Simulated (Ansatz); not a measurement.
Cl$_{2}$GeH$_{4}$Sn (`[Cl][SnH]([Cl])[GeH3]`), relaxed with RKS PBE0-D4/def2-TZVP in the Gaussian-basis code of Ansatz from a PBE-D4/def2-SVP geometry. The force threshold is 0.005 eV/Å; the program also tests the step.

Total charge 0; spin multiplicity 1. Sn takes the def2 core potential.

Start:

```xyz
8

Cl    2.366    1.296   -1.124
Sn    1.084    0.134    0.507
Cl    0.707    1.672    2.281
Ge   -1.245   -0.428   -0.556
H     2.128   -1.088    1.149
H    -1.033   -1.376   -1.762
H    -2.126   -1.114    0.517
H    -1.882    0.903   -1.013
```

**Question.** How much energy does the relaxation release, and in how many steps? (An estimate is asked.)

**Answer.** Computed: 0.05 eV, in 4 steps.

**Question.** Which bonds change most? (An estimate is asked.)

**Answer.** Computed: Sn2–Cl3 from 2.378 to 2.331 Å; Cl1–Sn2 from 2.378 to 2.331 Å; Sn2–H5 from 1.730 to 1.703 Å; Sn2–Ge4 from 2.621 to 2.596 Å.

**Question.** Give the relaxed structure. (Estimate.)

**Answer.** The calculation gave: 
```xyz
8

Cl    2.328    1.281   -1.089
Sn    1.072    0.131    0.503
Cl    0.713    1.648    2.235
Ge   -1.235   -0.425   -0.551
H     2.105   -1.066    1.136
H    -1.019   -1.362   -1.745
H    -2.106   -1.105    0.512
H    -1.858    0.899   -1.002
```
